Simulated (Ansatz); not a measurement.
Input for Ansatz (a program for electronic structure): R-BLYP/def2-TZVPP on ClGeH3O (SMILES [OH][GeH2][Cl]), a point of a torsion scan.

Ansatz 0.2 input:
```yaml
crystal:
  periodic: [false, false, false]
  atoms:
    - {symbol: O, position_ang: [1.27318649, 0.06741673, -0.43865915]}
    - {symbol: Ge, position_ang: [-0.39633501, -0.17116668, -0.02901555]}
    - {symbol: Cl, position_ang: [-0.66342534, 0.52770753, 1.93464833]}
    - {symbol: H, position_ang: [1.85052982, 0.45820502, 0.21366317]}
    - {symbol: H, position_ang: [-0.66795239, -1.64944670, -0.11466859]}
    - {symbol: H, position_ang: [-1.21230481, 0.63701462, -1.00237600]}
basis:
  gaussian:
    orbitals: def2-TZVPP
hamiltonian:
  xc: {name: BLYP}
scf: {lower_state_search: off}
```

What total energy does the run end on?

-2614.3726 hartree.
